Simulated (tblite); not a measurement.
Compound: C7H6 (charge +1 and doublet state).
Bonds: C1–C2 (double), C2–C3, C3–C4 (double), C4–C5, C5–C6, C6–C7 (double), C3–C7. Hydrogens: H8 on C1; H9 on C4; H10, H11 on C5; H12 on C6; H13 on C7.
Bond orders are those of one Lewis drawing.

Computed with GFN2-xTB (tblite), gas phase: L-BFGS steps from a force-field or distance-geometry start until the largest atomic force falls under 0.01 eV/Å.

Geometry at step 1:
```
atom  x, y, z in Å
C1      3.1940   -0.1442   -0.1442
C2      1.9834   -0.0804   -0.0993
C3      0.6106    0.0202   -0.0328
C4     -0.2825   -1.0834    0.1299
C5     -1.6620   -0.5649    0.1471
C6     -1.5023    0.9082   -0.0328
C7     -0.1699    1.2062   -0.1330
H8      4.2502   -0.1885   -0.1856
H9      0.0433   -2.0877    0.2344
H10    -2.1627   -0.7973    1.0998
H11    -2.2480   -0.9987   -0.6758
H12    -2.3024    1.6257   -0.0722
H13     0.2439    2.1852   -0.2533
```

Question: What forces act on the atoms?

Answer: 
```json
{"atom": "C1", "Fx (eV/Å)": "0.047", "Fy (eV/Å)": "0.027", "Fz (eV/Å)": "-0.008"}
{"atom": "C2", "Fx (eV/Å)": "0.525", "Fy (eV/Å)": "0.034", "Fz (eV/Å)": "0.017"}
{"atom": "C3", "Fx (eV/Å)": "-1.066", "Fy (eV/Å)": "-0.620", "Fz (eV/Å)": "0.022"}
{"atom": "C4", "Fx (eV/Å)": "0.300", "Fy (eV/Å)": "1.415", "Fz (eV/Å)": "-0.084"}
{"atom": "C5", "Fx (eV/Å)": "0.039", "Fy (eV/Å)": "-0.124", "Fz (eV/Å)": "-0.017"}
{"atom": "C6", "Fx (eV/Å)": "0.693", "Fy (eV/Å)": "-0.086", "Fz (eV/Å)": "0.014"}
{"atom": "C7", "Fx (eV/Å)": "-0.222", "Fy (eV/Å)": "0.104", "Fz (eV/Å)": "0.057"}
{"atom": "H8", "Fx (eV/Å)": "-0.110", "Fy (eV/Å)": "-0.029", "Fz (eV/Å)": "-0.001"}
{"atom": "H9", "Fx (eV/Å)": "-0.022", "Fy (eV/Å)": "-0.566", "Fz (eV/Å)": "0.051"}
{"atom": "H10", "Fx (eV/Å)": "-0.099", "Fy (eV/Å)": "-0.135", "Fz (eV/Å)": "-0.276"}
{"atom": "H11", "Fx (eV/Å)": "-0.129", "Fy (eV/Å)": "-0.098", "Fz (eV/Å)": "0.272"}
{"atom": "H12", "Fx (eV/Å)": "-0.070", "Fy (eV/Å)": "-0.109", "Fz (eV/Å)": "0.007"}
{"atom": "H13", "Fx (eV/Å)": "0.113", "Fy (eV/Å)": "0.187", "Fz (eV/Å)": "-0.054"}
```

The largest, 1.45 eV/Å, acts on C4; the rms over all components is 0.361 eV/Å. The forces sum to zero within rounding, as they must for an isolated molecule in no field.

Question: Give the force on C4 in Eh/bohr and in nN.

Answer: 1.449 eV/Å ÷ 51.422 = 0.02818 Eh/bohr, and 1.449 eV/Å × 1.602 = 2.32 nN.

Question: How far is this geometry from the end of the optimisation?

Answer: 0.048 eV above it, and 0.024 Å rms away after alignment. The bonds farthest from their final lengths, with half the difference of the two atoms' forces along the bond (positive lengthens):

```csv
bond,now (Å),final (Å),force along bond (eV/Å)
C3=C4,1.429,1.405,-1.22
C4–H9,1.061,1.077,+0.89
C2–C3,1.378,1.391,+0.77
C4–C5,1.474,1.467,-0.15
C6=C7,1.369,1.363,-0.43
C7–H13,1.070,1.075,+0.11
```

The angle farthest from its final value is H10–C5–H11, 108.8° against 104.1°.

Of the 3 listed bonds off by 0.010 Å or more, this force points towards the final length in 3.

The cost below is that of the whole relaxation. Hardware: one thread of an Arm Neoverse V2, no GPU, shared host. Cost: under 0.1 s.
